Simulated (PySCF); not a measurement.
**Telling isomers of C$_{6}$H$_{8}$OSi apart by NMR**

Isolated molecule, one conformer, non-relativistic, one averaged value for each set of equivalent atoms. GFN2-xTB geometry; NMR shieldings at PBE0/pcSseg-1/GIAO; PySCF 2.14.0 with density-fitted response routines.

Scale: 1H, 13C against TMS (reference shieldings calculated alike). Where no couplings were computed, multiplicities follow the n + 1 count of equivalent neighbours, and m marks all less simple cases (inequivalent or close neighbours, rings, F or P nearby). Shifts are as computed. Against solution values, carbons near 30 ppm lie about +3 ppm off and those near 130 ppm about +5 ppm. Of 1211 compounds with measured shifts, 218 miss one by over three times the rms of a fit or turn the order of signals round; such compounds aren't used in these exercises. OH and NH positions are gas-phase values without hydrogen bonding to other molecules.

(1) Tabulate the signals of `O[SiH2]c1ccccc1`, `[SiH3]Oc1ccccc1`, `c1coc([SiH]2CC2)c1`, `C#CC#CC[SiH2]OC`, `C#C[C@@H]1C(=O)[SiH2][C@@H]1C` and their relative energies.

(2) What is the quickest way to tell c1coc([SiH]2CC2)c1 from C#C[C@@H]1C(=O)[SiH2][C@@H]1C?

(3) What is the quickest way to tell c1coc([SiH]2CC2)c1 from C#CC#CC[SiH2]OC?

(4) What is the quickest way to tell O[SiH2]c1ccccc1 from [SiH3]Oc1ccccc1?

Answers

(1) 
```tsv
SMILES	carbon types	δC	δH	E rel. (kcal/mol)
O[SiH2]c1ccccc1	1×C 5×CH	141.1, 138.1, 135.7, 133.4	7.75 (m, 2H), 7.70 (m, 2H), 7.69 (m, 1H), 5.51 (s, 2H), 1.25 (br s, 1H)	0.0
[SiH3]Oc1ccccc1	1×C 5×CH	162.3, 135.1, 126.3, 122.1	7.60 (m, 2H), 7.24 (t, 1H), 7.07 (d, 2H), 5.15 (s, 3H)	13.0
c1coc([SiH]2CC2)c1	1×C 3×CH 2×CH2	154.3, 153.8, 125.4, 117.5, -0.9	7.83 (m, 1H), 6.87 (m, 1H), 6.78 (m, 1H), 3.70 (m, 1H), 0.85 (m, 2H), 0.71 (m, 2H)	61.3
C#CC#CC[SiH2]OC	3×C 1×CH 1×CH2 1×CH3	77.1, 74.7, 71.8, 69.4, 54.0, 5.7	4.87 (t, 2H), 3.80 (s, 3H), 2.18 (t, 2H), 1.04 (s, 1H)	93.4
C#C[C@@H]1C(=O)[SiH2][C@@H]1C	2×C 3×CH 1×CH3	233.1, 87.4, 81.7, 63.0, 18.6, 17.2	5.23 (m, 1H), 5.09 (m, 1H), 3.95 (m, 1H), 2.15 (m, 1H), 2.13 (d, 1H), 1.65 (d, 3H)	96.2
```

Energies are electronic energies at PBE0/pcSseg-1 on these geometries, without zero-point or thermal terms, each for the one conformer computed, which needn't be the lowest.

(2) Count the carbon signals: 5 against 6. The first has an aromatic CH next to the ring oxygen at 154.3 ppm, the second a carbonyl carbon (C) at 233.1 ppm. In the proton spectra the most deshielded non-exchanging signals are 7.83 (m, 1H) and 5.23 (m, 1H).

(3) Count the carbon signals: 5 against 6. The first has an aromatic CH next to the ring oxygen at 154.3 ppm, the second an alkyne carbon (C) at 77.1 ppm. In the proton spectra the most deshielded non-exchanging signals are 7.83 (m, 1H) and 4.87 (t, 2H).

(4) Both give the same number of carbon signals, with the same numbers of each carbon type, so the positions decide. The first has a substituted aromatic carbon (C) at 141.1 ppm, the second an aromatic carbon bearing oxygen (C) at 162.3 ppm.
